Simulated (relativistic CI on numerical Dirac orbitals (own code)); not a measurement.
**Pd3+ (4d7) in a crystal field**

Calculated by Dirac-Coulomb-Breit CI, orbitals from a KLI potential per configuration, model QED (radiative potential, 1s self-energy scaled to tabulated hydrogen-like ionisation energies), valence Slater integrals scaled by 0.85, one configuration in a parametric crystal field (own radial code).

Field parameters in Wybourne normalisation: D3d B²₀ = −7Dσ, B⁴₀ = −14Dq − 21Dτ, B⁴₃ = −14√(10/7) Dq; Oh B⁴₀ = 21Dq, B⁴₄ = √(5/14) B⁴₀; Td as Oh with Dq negative (B⁴₀ = 21Dq, B⁴₄ = √(5/14) B⁴₀). The field is a parameter set, without covalency.

S and J are read from ⟨S²⟩ = S(S + 1) and ⟨J²⟩ = J(J + 1) of each level; they are not fictitious spins.

Oh, 10Dq = 21950 cm⁻¹, the lowest 10 levels:

| E (cm⁻¹) | Degeneracy | Irrep | S | J |
| --- | --- | --- | --- | --- |
| 0.0 | 4 | Γ8 | 0.63 | 3.94 |
| 4341 | 2 | Γ6 | 1.49 | 4.21 |
| 5375 | 4 | Γ8 | 1.48 | 3.81 |
| 7242 | 2 | Γ7 | 1.50 | 2.90 |
| 7655 | 4 | Γ8 | 1.43 | 3.21 |
| 19280 | 4 | Γ8 | 0.60 | 4.32 |
| 20826 | 4 | Γ8 | 0.58 | 4.04 |
| 21005 | 2 | Γ6 | 0.56 | 4.73 |
| 21263 | 2 | Γ7 | 0.59 | 3.67 |
| 25253 | 4 | Γ8 | 0.68 | 2.94 |

D3d, 10Dq = 30700, Dσ = -470, Dτ = -140 cm⁻¹, the lowest 16 levels:

```csv
E (cm⁻¹),Degeneracy,Irrep,S,J
0.0,2,Γ4,0.53,3.96
18.3,2,Γ5+Γ6,0.54,3.97
11725,2,Γ4,1.50,3.99
12211,2,Γ5+Γ6,1.49,3.67
13696,2,Γ4,1.49,3.77
14869,2,Γ4,1.49,3.14
15335,2,Γ5+Γ6,1.49,3.14
15759,2,Γ4,1.49,2.99
26612,2,Γ4,0.52,4.55
27225,2,Γ5+Γ6,0.53,4.23
27877,2,Γ4,0.52,4.17
28890,2,Γ5+Γ6,0.52,4.16
29050,2,Γ4,0.52,3.83
29489,2,Γ4,0.52,4.36
33438,2,Γ5+Γ6,0.53,2.90
33841,2,Γ4,0.53,2.96
```

Principal g values of the ground doublet: 0.21, 0.21, 2.16.

Oh, 10Dq = 29850 cm⁻¹, the lowest 16 levels:

```tsv
E (cm⁻¹)	Degeneracy	Irrep	S	J
0.0	4	Γ8	0.53	3.97
11857	2	Γ6	1.50	4.16
12824	4	Γ8	1.49	3.76
14642	2	Γ7	1.50	2.88
14794	4	Γ8	1.48	3.05
26900	4	Γ8	0.53	4.44
28377	4	Γ8	0.53	3.97
28416	2	Γ6	0.51	4.79
28809	2	Γ7	0.52	3.71
33173	4	Γ8	0.53	2.89
34360	2	Γ6	0.51	2.63
41258	4	Γ8	1.49	3.59
41374	2	Γ6	1.49	3.68
42219	4	Γ8	1.48	3.49
42504	2	Γ7	1.49	3.19
45567	2	Γ7	0.58	3.68
```

Td, 10Dq = -10500 cm⁻¹, the lowest 10 levels:

```tsv
E (cm⁻¹)	Degeneracy	Irrep	S	J
0.0	4	Γ8	1.49	3.84
9371	4	Γ8	1.42	4.13
10211	2	Γ6	1.46	3.87
11061	4	Γ8	1.47	3.31
11569	2	Γ7	1.49	3.26
14991	2	Γ6	1.25	3.91
15880	4	Γ8	1.14	3.48
16619	4	Γ8	0.69	4.18
17377	2	Γ7	1.40	2.81
17476	2	Γ6	0.91	4.10
```

Oh, 10Dq = 10100 cm⁻¹, the lowest 16 levels:

```tsv
E (cm⁻¹)	Degeneracy	Irrep	S	J
0.0	2	Γ6	1.49	4.34
841	4	Γ8	1.47	4.04
2133	4	Γ8	1.43	3.45
3162	2	Γ7	1.50	2.97
8671	4	Γ8	0.67	4.07
10331	4	Γ8	1.39	3.60
10599	2	Γ6	1.48	3.63
10936	4	Γ8	1.48	3.17
11507	2	Γ7	1.46	3.10
16032	4	Γ8	0.60	4.56
17566	2	Γ6	0.54	4.74
17625	4	Γ8	0.64	3.54
17982	2	Γ7	0.63	3.64
19468	4	Γ8	0.89	2.84
21044	4	Γ8	1.43	3.02
21208	2	Γ6	0.80	2.34
```

Principal g values of the ground doublet: 4.62, 4.62, 4.62.

The free-ion ground term has S = 3/2. The field overcomes the spin-pairing energy for Oh, 10Dq = 21950 cm⁻¹; D3d, 10Dq = 30700, Dσ = -470, Dτ = -140 cm⁻¹; Oh, 10Dq = 29850 cm⁻¹, where the ground state has lower spin; these fields are assumed values.

Levels of this model without a field, named by their leading LS term: 4F_9/2 0, 4F_7/2 2728, 4F_5/2 4405, 4F_3/2 5449, 4P_3/2 14156, 4P_5/2 14443, 2G_9/2 14919, 4P_1/2 16160 cm⁻¹.
